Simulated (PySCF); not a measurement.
A structure optimised at B3LYP-D3(BJ)/def2-SVP, used in a PySCF frequency run:

```
Sb
F 1 1.9387
F 1 1.9387 2 92.81
O 1 1.9659 2 96.66 3 97.04
H 4 0.9712 1 113.16 2 -46.81
```

Task: Write its SMILES, formula and point group.

Result: [OH][Sb]([F])[F], F2HOSb, Cs

Task: What are its rotational constants (standard atomic weights)?

Result: 4.3562, 4.2906, 3.3341 GHz
